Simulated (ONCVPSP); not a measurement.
# What one change does to a pseudopotential (bromine (Br), ONCV)

bromine (Br), optimised norm-conserving Vanderbilt (ONCV), made with ONCVPSP 4.0.1 (PBE, non-relativistic). Core [Ne], reference 3s2 3p6 3d10 4s2 4p4.5 (charge +0.5). Waves: 3s+4s: rc 0.95 bohr, ncon 3, nbas 6, qcut 12 1/bohr, 2 projectors; 3p+4p: rc 1.10 bohr, ncon 4, nbas 9, qcut 12.6 1/bohr, 2 projectors; 3d: rc 1.15 bohr, ncon 4, nbas 9, qcut 13.1 1/bohr, 3 projectors, debl 3.4 Ha. Local part: polynomial inside 0.95 bohr (lpopt 1, dvloc0 6 Ha). Core correction: Teter function fitted to the true core (icmod 2), fcfact 0.25.

All-electron outer shells of the reference configuration (PBE, non-relativistic, ld1.x):

```json
{"shell": "2s", "level (eV)": "-1686.97", "outermost node (bohr)": "0.06", "outermost maximum (bohr)": "0.16"}
{"shell": "2p", "level (eV)": "-1521.16", "outermost node (bohr)": "–", "outermost maximum (bohr)": "0.13"}
{"shell": "3s", "level (eV)": "-235.03", "outermost node (bohr)": "0.24", "outermost maximum (bohr)": "0.49"}
{"shell": "3p", "level (eV)": "-177.03", "outermost node (bohr)": "0.21", "outermost maximum (bohr)": "0.49"}
{"shell": "3d", "level (eV)": "-73.70", "outermost node (bohr)": "–", "outermost maximum (bohr)": "0.43"}
{"shell": "4s", "level (eV)": "-24.35", "outermost node (bohr)": "0.68", "outermost maximum (bohr)": "1.45"}
{"shell": "4p", "level (eV)": "-12.53", "outermost node (bohr)": "0.71", "outermost maximum (bohr)": "1.66"}
```

Change: p: qcut 18.4.

Cutoffs: the cutoffs (Ha) at which the residual kinetic energy of the hardest occupied pseudo-wave falls to 1 and 0.1 mHa per electron; they do not see the model core or the augmentation charge, which bear on the density cutoff. Errors are all-electron minus pseudo energies relative to the spin-unpolarised reference configuration.

Q: How do hardness, ghosts and transferability respond?

A: The potential gets neither clearly harder nor softer (75 Ha and 83 Ha → 75 Ha and 85 Ha); the d channel sets the loose cutoff, while the largest relative change is in p, which becomes harder; the errors of the 4 common tests hardly move; neither file shows a bound ghost.

| quantity | base | changed |
| --- | --- | --- |
| cutoff, loose | 75 Ha | 75 Ha |
| cutoff, tight | 83 Ha | 85 Ha |
| loose cutoff by channel | s 52 Ha, p 62 Ha, d 75 Ha | s 52 Ha, p 74 Ha, d 75 Ha |
| bound ghosts | none | none |
| GHOST(+) flags under 300 eV | none | none |
| error for 3s2 3p6 3d10 4s2 4p5, meV [ΔE -5.09 eV] | 0.0 | 0.0 |
| error for 3s2 3p6 3d10 4s2 4p4, meV [ΔE 7.49 eV] | 0.0 | 0.0 |
| error for 3s2 3p6 3d10 4s2 4p3, meV [ΔE 30.25 eV] | -0.3 | -0.4 |
| error for 3s2 3p6 3d10 4s1 4p5, meV [ΔE 19.69 eV] | -2.0 | -1.7 |
| s: phases at 0.97 bohr within 0.05 rad from the reference energy up to (Ha; the scan ends near 5) | to the end of the scan | to the end of the scan |
| p: phases at 1.11 bohr within 0.05 rad from the reference energy up to (Ha; the scan ends near 5) | to the end of the scan | to the end of the scan |
| d: phases at 1.17 bohr within 0.05 rad from the reference energy up to (Ha; the scan ends near 5) | to the end of the scan | to the end of the scan |
| rms error of d²Exc/dni dnj with the model core, mHa | 1.28 | 1.18 |
